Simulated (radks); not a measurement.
The scandium ion Sc4+, configuration [Ne] 3s2 3p5. Method: scalar-relativistic Kohn-Sham, PBE, spin-polarised, spherical densities, finite nucleus; open shells are filled with parallel spins first; Fermi nuclear charge, rms radius 3.5459 fm; computed with a radial shooting solver on a logarithmic mesh with Libxc functionals. Some entries of the table are withheld. Estimate them.

orbital  occ.  eigenvalue (eV)  r(max) (bohr)  <1/r> (bohr^-1)
1s up       1        -4454.329        0.04780            20.77
1s down     1        -4453.970        0.04780            20.77
2s up       1        -530.7453         0.2834            4.300
2s down     1        -530.4537         0.2835            4.300
2p up       3        -444.8557         0.2322            4.204
2p down     3        -444.4240         0.2323            4.203
3s up       1        -106.4160         0.9099            1.361
3s down     1        -104.8114         0.9104            1.358
3p up       3         -84.1074         0.9387            1.254
3p down     2         -82.5695         0.9398            1.250
3d up       0         -50.6151         0.9469            1.025
3d down     0         -49.3093         0.9493            1.019
4s up       0         -36.0155            (1)           0.5510
4s down     0         -35.5862            (2)           0.5473

Answer. 
(1) 4s up r(max) (bohr): 2.310
(2) 4s down r(max) (bohr): 2.323
